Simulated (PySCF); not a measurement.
**Two-component Hartree-Fock for Er⁵⁹⁺ (erbium, charge +59)**

Start: [He] 2s2 2p5; 2p1/2 filled at m_j = +1/2; 2p3/2 filled at m_j = -3/2, -1/2, +1/2, +3/2. Calculated with PySCF 2.14 in an uncontracted even-tempered set (17 s from 41 bohr⁻², ratio 2.4; 13 p from 53 bohr⁻², ratio 2.4; 5 d from 190 bohr⁻², ratio 2.6; 4 f from 280 bohr⁻², ratio 2.6): generalised Hartree-Fock with the X2C-1e Hamiltonian and a Gaussian nucleus; one run each with spin-orbit coupling (SO) screened by Boettger's factors, then bare. This is a chosen level, not necessarily the ground level.

```tsv
spinor shell	electrons	ε, screened SO (eV)	ε, bare SO (eV)	weight of nominal j (bare SO)	rms radius, bare SO (bohr)
1s1/2	2	-63014.0	-63014.3	1.000	0.0231
2s1/2	2	-14590.3	-14590.4	1.000	0.0912
2p1/2	1	-14235.9	-14260.2	1.000	0.0773
2p3/2	4	-13249.5	-13241.6	1.000	0.0838
```

```
   quantity  screened SO      bare SO
E (hartree)  -8673.50908  -8673.21414
        M_J          1/2          1/2
       ⟨J²⟩        0.750        0.750
       ⟨L²⟩        2.012        2.013
       ⟨S²⟩        0.762        0.762
```

Each row is a mean over spinors that exchange with the open shell spreads, by up to 19.365 eV (2p3/2).

Breit and QED terms are absent; they matter most for the inner s and p1/2 levels.

Densities and radii are taken from the X2C orbitals without a picture-change correction, which distorts them close to the nucleus.
